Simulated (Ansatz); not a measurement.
Job for Ansatz (a program for electronic structure): U-PBE/def2-TZVPPD on BrHMg (SMILES [MgH][Br]), a point of a bond scan (R = 3.362 Å). Files ending in .json are basis or fitting sets from the Basis Set Exchange.

Ansatz 0.2 input:
```yaml
crystal:
  periodic: [false, false, false]
  atoms:
    - {symbol: Mg, position_ang: [-0.00000000, -0.00000000, -1.67667967]}
    - {symbol: H, position_ang: [0.00000000, 0.00000000, -5.03880611]}
    - {symbol: Br, position_ang: [0.00000000, 0.00000000, 0.67079711]}
basis:
  gaussian:
    orbitals: def2-TZVPPD.json
hamiltonian:
  xc: {name: PBE}
magnetization: {spin_polarized: true, initial_magnetization: 0}
```

Give the final energy of this run.

-2774.2804 hartree. Its determinant has ⟨S²⟩ = 0.60, a mixture of spin states.

How many basis functions does it have, and what does it roughly cost on one machine?

109 functions; roughly 6 core-seconds.
